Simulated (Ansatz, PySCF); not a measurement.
Gas-phase reaction (SMILES): FB(F)B(F)F [difluoroboranyl(difluoro)borane] → F atom + F[B]B(F)F; the B-F bond at the site shown breaks (other sites are not compared here).

Geometries: B3LYP-D3(BJ)/def2-TZVP minima from Ansatz (an electronic-structure program), one conformer each, not searched for the lowest. Correlated levels leave the core frozen unless marked. UHF or UKS for open shells. No spin-orbit coupling. No relativistic terms. CBS(X,Y): correlation extrapolated as X^-3; Hartree-Fock from the larger set. [CCSD(T)-MP2]/basis is that difference in the basis named. Thermal terms are rigid-rotor harmonic-oscillator values from B3LYP-D3(BJ) frequencies (Ansatz or PySCF) at 298.15 K and 1 atm. 1 Eh = 627.5095 kcal/mol. Atoms have translation alone.

```tsv
species	E, RI-MP2/CBS(cc-pVTZ,cc-pVQZ)+[CCSD(T)-MP2]/cc-pVTZ (Ansatz) (Eh)	E, PBE0-D4/def2-TZVPD (Ansatz + dftd4) (Eh)	H - E (Eh)
FB(F)B(F)F	-448.98139	-449.05658	0.02618
F atom	-99.66587	-99.67703	0.00236
F[B]B(F)F	-349.04247	-349.11854	0.02052
```

### Question
Work out ΔE and ΔH at 298.15 K at the first level, then ΔH at the second.

### Answer

1. ΔE = [(-99.66587) + (-349.04247)] - [(-448.98139)] = 0.27305 Eh = 171.3 kcal/mol at RI-MP2/CBS(cc-pVTZ,cc-pVQZ)+[CCSD(T)-MP2]/cc-pVTZ.
2. The terms H - E add up to -0.00330 Eh, so ΔH = (0.27305 + (-0.00330))×627.5095 = 169.3 kcal/mol.
3. At PBE0-D4/def2-TZVPD the same steps give ΔE = 163.8 and ΔH = 161.7 kcal/mol, a shift of -7.6 from the first level.
4. These values are not checked against measurement here, since the tables used lack a sound gas-phase enthalpy of formation for at least one species.
